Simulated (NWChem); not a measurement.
# SnN₂H₄Cl₂; SMILES [NH2][Sn]([Cl])([NH2])[Cl]

```xyz
9

N      0.3198    -1.6387    -1.4432
Sn     0.0000     0.0000    -0.2600
N     -0.3198     1.6387    -1.4432
Cl     1.9191     0.1172     1.1350
Cl    -1.9191    -0.1172     1.1350
H     -0.5773    -1.9678    -1.8301
H      0.6910    -2.4058    -0.8638
H      0.5773     1.9678    -1.8301
H     -0.6910     2.4058    -0.8638
```
Atoms are numbered in this order, from 1.

Computed with NWChem. The geometry was optimised at PBE-D3(BJ)/def2-SVP. Not confirmed as a minimum by frequencies. def2 effective core potentials on Sn; no spin-orbit coupling. Total energies compare along this basis series because the functional is fixed.

```csv
level,basis functions,energy (Ha),highest occupied level (eV),orbital gap (eV),dipole (D)
Hartree-Fock/def2-SVP,110,-1243.2984,-11.60,13.48,1.28
Hartree-Fock/def2-SVPD,158,-1243.3283,-11.81,12.76,1.41
Hartree-Fock/def2-TZVP,210,-1243.7653,-11.72,13.26,1.31
```
